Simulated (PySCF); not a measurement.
## Relaxation of triplet RhS(OH)

Method: UPBE0/[Rh def2-SVP with ECP28, S def2-SVP, O def2-SVP, H def2-SVP], scalar-relativistic core potentials, density fitting, no spin–orbit coupling, PySCF. A (50,194) grid was used.

A hand-made bent (heavy-atom frame) start, with no symmetry imposed:

```xyz
4
charge 0 multiplicity 3, angstrom
Rh    0.1760    0.0049   -0.3694
S    -1.4951    0.0049    0.8007
O     1.7160    0.0049    0.7089
H     2.2215   -0.7305    1.0629
```

Optimiser trace:
```
step  E − E(last) (kJ/mol)  largest gradient (Eh/bohr)
   0                 20.30                     0.02075
   1                  8.18                     0.02633
   2                  2.04                     0.00925
   3                  0.37                     0.00584
   4                  0.10                     0.00136
   5                  0.05                     0.00095
   6                  0.01                     0.00079
   7                  0.00                     0.00024
   8                  0.00                     0.00023
```

It ends at C1 with O–H 0.969 Å, Rh–O 1.855 Å, Rh–S 2.057 Å; H–O–Rh 112.5°, O–Rh–S 119.2° (after a last refinement on a finer grid). A frequency run shows a minimum. Other isomers or separated fragments may lie lower.

Final geometry:
```xyz
4
charge 0 multiplicity 3, angstrom
Rh    0.1853    0.0052   -0.3342
S    -1.5571   -0.0376    0.7582
O     1.8113    0.0708    0.5567
H     2.0044   -0.7491    1.0357
```

Other spin states or occupations of the open shell can lie lower.
